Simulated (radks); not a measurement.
Rb, 37 electrons, occupied as [Kr] 5s1. Method: non-relativistic Kohn-Sham, r2SCAN, spin-polarised, spherical densities, point nucleus; open shells are filled with parallel spins first (spin-orbit coupling, left out, can overturn this in heavy ions); meta-GGA in the generalised Kohn-Sham scheme; relativity is left out, which matters for an element this heavy; computed with a radial shooting solver on a logarithmic mesh with Libxc functionals.

Normalised radial functions P(r) = r R(r), r in bohr:

| r | 4s down | 4p up | 4p down |
|---|---|---|---|
| 0.007038 | 0.1079 | 0.0077 | 0.0077 |
| 0.008194 | 0.1199 | 0.0102 | 0.0102 |
| 0.009539 | 0.1321 | 0.0135 | 0.0135 |
| 0.0111 | 0.1441 | 0.0178 | 0.0178 |
| 0.01282 | 0.1547 | 0.0230 | 0.0230 |
| 0.01493 | 0.1644 | 0.0299 | 0.0299 |
| 0.01738 | 0.1713 | 0.0387 | 0.0388 |
| 0.02023 | 0.1743 | 0.0498 | 0.0498 |
| 0.02337 | 0.1721 | 0.0626 | 0.0627 |
| 0.0272 | 0.1630 | 0.0790 | 0.0790 |
| 0.03167 | 0.1451 | 0.0984 | 0.0985 |
| 0.03687 | 0.1169 | 0.1208 | 0.1209 |
| 0.04292 | 0.0774 | 0.1460 | 0.1461 |
| 0.04957 | 0.0293 | 0.1714 | 0.1715 |
| 0.05771 | -0.0315 | 0.1983 | 0.1985 |
| 0.06718 | -0.0996 | 0.2229 | 0.2231 |
| 0.07821 | -0.1694 | 0.2415 | 0.2417 |
| 0.09032 | -0.2297 | 0.2497 | 0.2499 |
| 0.1051 | -0.2771 | 0.2433 | 0.2435 |
| 0.1224 | -0.2966 | 0.2165 | 0.2166 |
| 0.1425 | -0.2772 | 0.1651 | 0.1653 |
| 0.1646 | -0.2164 | 0.0927 | 0.0927 |
| 0.1916 | -0.1072 | -0.0064 | -0.0064 |
| 0.223 | 0.0390 | -0.1208 | -0.1209 |
| 0.2597 | 0.2018 | -0.2366 | -0.2368 |
| 0.2999 | 0.3435 | -0.3302 | -0.3305 |
| 0.3491 | 0.4460 | -0.3920 | -0.3923 |
| 0.4064 | 0.4688 | -0.3969 | -0.3972 |
| 0.4731 | 0.3926 | -0.3330 | -0.3333 |
| 0.5464 | 0.2295 | -0.2086 | -0.2088 |
| 0.6361 | -0.0170 | -0.0218 | -0.0217 |
| 0.7405 | -0.3004 | 0.1994 | 0.1996 |
| 0.8621 | -0.5740 | 0.4263 | 0.4267 |
| 1.004 | -0.7907 | 0.6269 | 0.6275 |
| 1.159 | -0.9097 | 0.7648 | 0.7656 |
| 1.349 | -0.9305 | 0.8369 | 0.8380 |
| 1.571 | -0.8532 | 0.8301 | 0.8315 |
| 1.829 | -0.7062 | 0.7536 | 0.7551 |
| 2.112 | -0.5380 | 0.6361 | 0.6372 |
| 2.459 | -0.3653 | 0.4902 | 0.4903 |
| 2.862 | -0.2230 | 0.3467 | 0.3450 |
| 3.332 | -0.1202 | 0.2233 | 0.2209 |
| 3.848 | -0.0591 | 0.1346 | 0.1327 |
| 4.48 | -0.0244 | 0.0764 | 0.0711 |
| 5.215 | -0.0078 | 0.0393 | 0.0317 |
| 6.072 | -0.0018 | 0.0165 | 0.0114 |
| 7.012 | -0.0004 | 0.0063 | 0.0037 |
| 8.163 | -0.0001 | 0.0019 | 0.0009 |
| 9.503 | 0.0000 | 0.0005 | 0.0002 |
| 11.06 | 0.0000 | 0.0001 | 0.0000 |
| 12.78 | 0.0000 | 0.0000 | 0.0000 |
| 14.87 | 0.0000 | 0.0000 | 0.0000 |
| 17.32 | 0.0000 | 0.0000 | 0.0000 |

4s down: eigenvalue -31.914 eV, 3 radial nodes at r = 0.0535, 0.215, 0.630 bohr, <r> = 1.49 bohr, 90 % of the charge inside 2.20 bohr. 4p up: eigenvalue -16.610 eV, 2 radial nodes at r = 0.190, 0.646 bohr, <r> = 1.73 bohr, 90 % of the charge inside 2.62 bohr. 4p down: eigenvalue -16.564 eV, 2 radial nodes at r = 0.190, 0.646 bohr, <r> = 1.73 bohr, 90 % of the charge inside 2.61 bohr.
